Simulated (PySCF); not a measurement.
PySCF input for C3H7S, SMILES [CH2]SCC, multiplicity 2, TDA-ωB97X/def2-SVPD. The structure is a stationary point at PBE0-D3(BJ)/def2-SVP. The isomer is the one that the SMILES or the coordinates give; other isomers of the formula were not compared. Other conformers were not sampled.

```python
import numpy as np
from pyscf import gto, scf, dft, tdscf

mol = gto.M(
    atom='''
    C     1.62053499   -0.39524190    0.44532245
    S     0.55952848    0.05708155   -0.81898582
    C    -0.87190855    0.68145532    0.10781472
    C    -1.65554418   -0.39752270    0.82998745
    H     2.53616885   -0.91414868    0.15892659
    H     1.52803500    0.04808562    1.43984829
    H    -0.51184892    1.45777370    0.80256882
    H    -1.49025997    1.18923665   -0.64838067
    H    -1.02432485   -0.91719722    1.56606106
    H    -2.51408751    0.04048559    1.36354658
    H    -2.03463164   -1.14968495    0.12245475
    ''',
    basis='def2-SVPD',
    charge=0,
    spin=1,
    max_memory=1600,
    verbose=4,
)
mf = dft.UKS(mol, xc='wb97x').density_fit(auxbasis='def2-universal-jkfit')
mf.grids.level = 3
mf.conv_tol = 1e-9
mf.max_cycle = 100
mf.kernel()
fine, coarse = mf.grids, dft.Grids(mol).set(level=1).build(with_non0tab=True)
for _ in range(3):  # follow internal instabilities
    mf.grids = coarse
    mo, _, stable, _ = mf.stability(return_status=True, nroots=4)
    mf.grids = fine
    if stable:
        break
    mf.kernel(mf.make_rdm1(mo, mf.mo_occ))
mf.grids = dft.Grids(mol).set(level=1).build(with_non0tab=True)  # coarser grid for the response kernel
td = tdscf.TDA(mf)
td.nstates = 10
td.conv_tol = 1e-4
td.positive_eig_threshold = 1e-6
td.kernel(x0=td.get_init_guess(mf, 15))
td.analyze()
```

Log of the run:

```
PySCF version 2.14.0

[INPUT] verbose = 4
[INPUT] num. atoms = 11
[INPUT] num. electrons = 41
[INPUT] charge = 0
[INPUT] spin (= nelec alpha-beta = 2S) = 1
[INPUT] symmetry False subgroup None
[INPUT] Mole.unit = angstrom
[INPUT] Symbol           X                Y                Z      unit          X                Y                Z       unit  Magmom
[INPUT]  1 C      1.620534990000  -0.395241900000   0.445322450000 AA    3.062367306375  -0.746898943953   0.841537467620 Bohr   0.0
[INPUT]  2 S      0.559528480000   0.057081550000  -0.818985820000 AA    1.057355586094   0.107868496266  -1.547658899702 Bohr   0.0
[INPUT]  3 C     -0.871908550000   0.681455320000   0.107814720000 AA   -1.647668365167   1.287763920928   0.203740292997 Bohr   0.0
[INPUT]  4 C     -1.655544180000  -0.397522700000   0.829987450000 AA   -3.128525087318  -0.751209031298   1.568448967326 Bohr   0.0
[INPUT]  5 H      2.536168850000  -0.914148680000   0.158926590000 AA    4.792664532153  -1.727490642333   0.300327729011 Bohr   0.0
[INPUT]  6 H      1.528035000000   0.048085620000   1.439848290000 AA    2.887567658750   0.090868652330   2.720918929023 Bohr   0.0
[INPUT]  7 H     -0.511848920000   1.457773700000   0.802568820000 AA   -0.967254275954   2.754793044594   1.516635265915 Bohr   0.0
[INPUT]  8 H     -1.490259970000   1.189236650000  -0.648380670000 AA   -2.816183197703   2.247331565795  -1.225261890762 Bohr   0.0
[INPUT]  9 H     -1.024324850000  -0.917197220000   1.566061060000 AA   -1.935693429086  -1.733251548012   2.959426497746 Bohr   0.0
[INPUT] 10 H     -2.514087510000   0.040485590000   1.363546580000 AA   -4.750936847090   0.076506677091   2.576729594287 Bohr   0.0
[INPUT] 11 H     -2.034631640000  -1.149684950000   0.122454750000 AA   -3.844896563975  -2.172589685034   0.231405940152 Bohr   0.0

nuclear repulsion = 163.0145057989
number of shells = 63
number of NR pGTOs = 205
number of NR cGTOs = 143
basis = def2-SVPD
ecp = {}


[settings echo left out]
init E= -516.68166165309
  alpha nocc = 21  HOMO = -0.131026751652637  LUMO = 0.0288617693452462
  beta  nocc = 20  HOMO = -0.337095590932505  LUMO = -0.131026751652637

WARN: HOMO -0.131026751652637 >= LUMO -0.131026751652637

cycle= 1 E= -516.41302496072  delta_E= 0.269  |g|= 0.146  |ddm|= 2.74
  alpha nocc = 21  HOMO = -0.260753145591161  LUMO = 0.0868474704123279
  beta  nocc = 20  HOMO = -0.35972997949207  LUMO = 0.0215550558241451
  HOMO = -0.260753145591  LUMO = 0.0215550558241  gap/eV = 7.68200
cycle= 2 E= -516.427816988355  delta_E= -0.0148  |g|= 0.0793  |ddm|= 0.359
  alpha nocc = 21  HOMO = -0.265469840749132  LUMO = 0.0921875913987913
  beta  nocc = 20  HOMO = -0.363353334546691  LUMO = 0.0241051689648306
  HOMO = -0.265469840749  LUMO = 0.0241051689648  gap/eV = 7.87974
cycle= 3 E= -516.431117000769  delta_E= -0.0033  |g|= 0.0263  |ddm|= 0.154
  alpha nocc = 21  HOMO = -0.268757812214153  LUMO = 0.0922132520907311
  beta  nocc = 20  HOMO = -0.363510274819819  LUMO = 0.0255761535397334
  HOMO = -0.268757812214  LUMO = 0.0255761535397  gap/eV = 8.00924
cycle= 4 E= -516.431709894393  delta_E= -0.000593  |g|= 0.00698  |ddm|= 0.0503
  alpha nocc = 21  HOMO = -0.268959073590067  LUMO = 0.0928807107469014
  beta  nocc = 20  HOMO = -0.362667714172043  LUMO = 0.0269646563177064
  HOMO = -0.26895907359  LUMO = 0.0269646563177  gap/eV = 8.05249
cycle= 5 E= -516.431786854476  delta_E= -7.7e-05  |g|= 0.00337  |ddm|= 0.0185
  alpha nocc = 21  HOMO = -0.269152370121349  LUMO = 0.0927899672314738
  beta  nocc = 20  HOMO = -0.362625002711696  LUMO = 0.0276846368834027
  HOMO = -0.269152370121  LUMO = 0.0276846368834  gap/eV = 8.07735
cycle= 6 E= -516.431813301412  delta_E= -2.64e-05  |g|= 0.00179  |ddm|= 0.0108
  alpha nocc = 21  HOMO = -0.269523030406762  LUMO = 0.0928783047420212
  beta  nocc = 20  HOMO = -0.362661250271978  LUMO = 0.0277369318055682
  HOMO = -0.269523030407  LUMO = 0.0277369318056  gap/eV = 8.08886
cycle= 7 E= -516.431822131429  delta_E= -8.83e-06  |g|= 0.000645  |ddm|= 0.007
  alpha nocc = 21  HOMO = -0.269466693258319  LUMO = 0.0929065211487292
  beta  nocc = 20  HOMO = -0.362629572840726  LUMO = 0.0278994004301931
  HOMO = -0.269466693258  LUMO = 0.0278994004302  gap/eV = 8.09174
cycle= 8 E= -516.431823729238  delta_E= -1.6e-06  |g|= 0.000306  |ddm|= 0.00343
  alpha nocc = 21  HOMO = -0.269504649969865  LUMO = 0.0929243447676789
  beta  nocc = 20  HOMO = -0.362643942138676  LUMO = 0.0278633407164279
  HOMO = -0.26950464997  LUMO = 0.0278633407164  gap/eV = 8.09180
cycle= 9 E= -516.431823926304  delta_E= -1.97e-07  |g|= 0.000106  |ddm|= 0.00124
  alpha nocc = 21  HOMO = -0.269492320836302  LUMO = 0.0929268312853853
  beta  nocc = 20  HOMO = -0.362645846089639  LUMO = 0.0278759657472789
  HOMO = -0.269492320836  LUMO = 0.0278759657473  gap/eV = 8.09180
cycle= 10 E= -516.431823948058  delta_E= -2.18e-08  |g|= 4.01e-05  |ddm|= 0.000398
  alpha nocc = 21  HOMO = -0.269491488639721  LUMO = 0.0929307272016753
  beta  nocc = 20  HOMO = -0.362642971433913  LUMO = 0.0278751361556888
  HOMO = -0.26949148864  LUMO = 0.0278751361557  gap/eV = 8.09176
cycle= 11 E= -516.43182395103  delta_E= -2.97e-09  |g|= 1.17e-05  |ddm|= 0.000155
  alpha nocc = 21  HOMO = -0.269491976999179  LUMO = 0.092930883621722
  beta  nocc = 20  HOMO = -0.36264423826472  LUMO = 0.0278753732625474
  HOMO = -0.269491976999  LUMO = 0.0278753732625  gap/eV = 8.09178
cycle= 12 E= -516.43182395133  delta_E= -3e-10  |g|= 3.51e-06  |ddm|= 5.33e-05
  alpha nocc = 21  HOMO = -0.269491630332448  LUMO = 0.0929309404602869
  beta  nocc = 20  HOMO = -0.362643546290007  LUMO = 0.0278756892330918
  HOMO = -0.269491630332  LUMO = 0.0278756892331  gap/eV = 8.09178
Extra cycle  E= -516.431823951342  delta_E= -1.24e-11  |g|= 2.02e-06  |ddm|= 1.19e-05
converged SCF energy = -516.431823951342  <S^2> = 0.75744702  2S+1 = 2.0074332
tot grids = 39160
uhf_internal: lowest eigs of H = [0.30699235 0.3224308  0.3797726  0.38973055]
<class 'pyscf.df.df_jk.DFUKS'> wavefunction is stable in the internal stability analysis
tot grids = 39160
Overwritten attributes  positive_eig_threshold  of <class 'pyscf.tdscf.uks.TDA'>


******** <class 'pyscf.tdscf.uks.TDA'> for <class 'pyscf.df.df_jk.DFUKS'> ********
nstates = 10
deg_eia_thresh = 1.000e-03
wfnsym = None
conv_tol = 0.0001
eigh lindep = 1e-12
eigh level_shift = 0
eigh max_cycle = 100


Excitation energies (eV)
[4.38716835 4.75477269 5.28999476 5.41543312 5.98245158 6.13969186
 6.37298452 6.73248725 6.81028944 6.83417337]

** Excitation energies and oscillator strengths **
Excited State   1:      4.38717 eV    282.61 nm  f=0.0012
      21a ->   22a      0.62323
      21a ->   23a     -0.55033
      21a ->   24a      0.14608
      21a ->   26a     -0.25981
      21a ->   27a      0.16348
      21a ->   28a     -0.17636
      21a ->   30a     -0.27931
      20b ->   21b      0.15585
Excited State   2:      4.75477 eV    260.76 nm  f=0.0751
      21a ->   23a     -0.12263
      21a ->   25a     -0.10276
      20b ->   21b     -0.94513
Excited State   3:      5.28999 eV    234.37 nm  f=0.0012
      21a ->   22a     -0.37920
      21a ->   23a     -0.71638
      21a ->   24a     -0.26348
      21a ->   25a      0.14643
      21a ->   26a      0.41907
      21a ->   29a      0.11281
Excited State   4:      5.41543 eV    228.95 nm  f=0.0053
      21a ->   22a     -0.35059
      21a ->   23a     -0.19410
      21a ->   24a      0.67202
      21a ->   25a      0.17814
      21a ->   26a     -0.13177
      21a ->   27a      0.27519
      21a ->   28a      0.22873
      21a ->   29a     -0.19877
      21a ->   30a      0.12632
      21a ->   33a      0.23119
      19b ->   21b     -0.18399
Excited State   5:      5.98245 eV    207.25 nm  f=0.0098
      21a ->   24a     -0.42484
      21a ->   25a      0.17553
      21a ->   26a     -0.21616
      21a ->   27a      0.19946
      15b ->   21b     -0.12952
      17b ->   21b     -0.16284
      19b ->   21b     -0.77739
Excited State   6:      6.13969 eV    201.94 nm  f=0.0084
      21a ->   22a     -0.18402
      21a ->   24a     -0.37568
      21a ->   25a      0.30723
      21a ->   26a     -0.44990
      21a ->   27a      0.41467
      21a ->   29a     -0.16199
      17b ->   21b      0.10011
      19b ->   21b      0.50117
Excited State   7:      6.37298 eV    194.55 nm  f=0.0128
      21a ->   23a     -0.12515
      21a ->   24a     -0.11536
      21a ->   25a     -0.80804
      21a ->   27a      0.33806
      21a ->   28a     -0.12228
      21a ->   29a     -0.28053
      21a ->   30a      0.21775
      20b ->   21b      0.10611
Excited State   8:      6.73249 eV    184.16 nm  f=0.0109
      20a ->   23a      0.13678
      21a ->   22a      0.28058
      21a ->   25a      0.17872
      21a ->   28a     -0.18579
      21a ->   30a      0.54975
      21a ->   31a      0.14514
      21a ->   33a      0.16558
      18b ->   21b     -0.10216
      20b ->   22b      0.34533
      20b ->   23b     -0.36296
      20b ->   26b     -0.17759
      20b ->   27b      0.11792
      20b ->   30b     -0.21398
Excited State   9:      6.81029 eV    182.05 nm  f=0.0017
      21a ->   22a      0.37385
      21a ->   24a     -0.16785
      21a ->   26a      0.30578
      21a ->   27a      0.16671
      21a ->   28a      0.77050
      21a ->   33a      0.16059
      21a ->   45a     -0.11177
Excited State  10:      6.83417 eV    181.42 nm  f=0.0094
      21a ->   22a      0.16537
      21a ->   25a      0.18167
      21a ->   26a      0.13160
      21a ->   28a     -0.21270
      21a ->   30a      0.43042
      21a ->   31a      0.10641
      21a ->   33a      0.16411
      20b ->   22b     -0.43787
      20b ->   23b      0.39866
      20b ->   24b     -0.15751
      20b ->   26b      0.26401
      20b ->   27b     -0.17851
      20b ->   30b      0.22783

** Transition electric dipole moments (AU) **
state          X           Y           Z        Dip. S.      Osc.
  1         0.0750      0.0586      0.0435      0.0109      0.0012
  2        -0.5465      0.2740     -0.5206      0.6447      0.0751
  3         0.0673      0.0420      0.0550      0.0093      0.0012
  4        -0.0590     -0.1666      0.0913      0.0396      0.0053
  5         0.1755      0.0120      0.1904      0.0672      0.0098
  6        -0.1591      0.1566      0.0784      0.0560      0.0084
  7        -0.0483      0.1774     -0.2197      0.0821      0.0128
  8         0.2108      0.1263      0.0740      0.0658      0.0109
  9         0.0370      0.0503     -0.0798      0.0103      0.0017
 10         0.0381      0.2298     -0.0456      0.0563      0.0094

** Transition velocity dipole moments (imaginary part, AU) **
state          X           Y           Z        Dip. S.      Osc.
  1         0.0163      0.0195     -0.0090      0.0007      0.0030
  2        -0.0388      0.0131      0.0169      0.0020      0.0075
  3         0.0341      0.0542      0.0023      0.0041      0.0141
  4        -0.0290     -0.0806      0.0223      0.0078      0.0262
  5         0.0392      0.0340      0.0126      0.0029      0.0087
  6        -0.0273     -0.0129      0.0404      0.0025      0.0075
  7        -0.0224      0.0426     -0.0732      0.0077      0.0218
  8         0.0432      0.0171      0.0052      0.0022      0.0059
  9         0.0004     -0.0075     -0.0130      0.0002      0.0006
 10         0.0309      0.0681      0.0025      0.0056      0.0149

** Transition magnetic dipole moments (imaginary part, AU) **
state          X           Y           Z
  1         0.0055     -0.1121     -0.4134
  2         0.1206     -0.3646     -0.1748
  3         0.4400     -0.3093     -0.3605
  4         0.1781     -0.1076      0.1278
  5         0.5871     -0.1324      0.1507
  6        -0.3764      0.1152      0.0913
  7        -0.2090     -0.1712     -0.0507
  8        -0.3110      0.2354     -0.2806
  9         0.3957     -0.0861     -0.1746
 10        -0.2473     -0.0291      0.1083
```

The calculation finished and met its thresholds.

Cost: about 5 core-minutes (a rough figure).
